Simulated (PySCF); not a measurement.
Al(Me)(F)2 anion (CH3AlF2), SMILES [CH3][Al]([F])[F] (connectivity only; charge and spin as stated), charge -1, multiplicity 2. Atoms are numbered in the order given.

```xyz
7

Al     0.1054    -0.4455     0.0000
C     -1.8100     0.1483     0.0000
H     -1.8457     1.2561     0.0000
H     -2.3651    -0.1973    -0.8898
H     -2.3651    -0.1973     0.8898
F      0.8925     0.2244    -1.4009
F      0.8925     0.2244     1.4009
```
Charge -1, spin multiplicity 2.

Geometry: r2SCAN-D4/def2-SVPD. The spin state was assumed, not searched. The isomer is the one that the SMILES or the coordinates give; other isomers of the formula were not compared.

Method: B3LYP/pcH-1 in PySCF.

Unrestricted Kohn–Sham, ⟨S²⟩ = 0.751. Hyperfine tensors hold the contact and dipolar terms, without spin-orbit corrections.

Q: Estimate the hyperfine couplings. (An estimate is asked for; the answer gives what the named calculation found.)

A: 
```csv
nucleus,A(iso) (MHz),A(iso) (G),dipolar principal values (MHz)
27Al no. 1,700.6,250.0,"-42.3, -41.7, 84.1"
13C no. 2,137.9,49.2,"-7.0, -6.4, 13.3"
1H no. 3,20.2,7.2,"-4.2, -1.8, 6.0"
1H no. 4,-5.2,-1.9,"-5.0, -2.6, 7.6"
1H no. 5,-5.2,-1.9,"-5.0, -2.6, 7.6"
19F no. 6,266.4,95.1,"-88.4, -81.9, 170.3"
19F no. 7,266.4,95.1,"-88.4, -81.9, 170.3"
```

Q: And the g tensor (effective nuclear charges for spin-orbit coupling, GIAO)? (Estimate from the structure and the level; the computed values follow.)

A: principal values 2.0003, 2.0012, 2.0020; isotropic 2.0012.
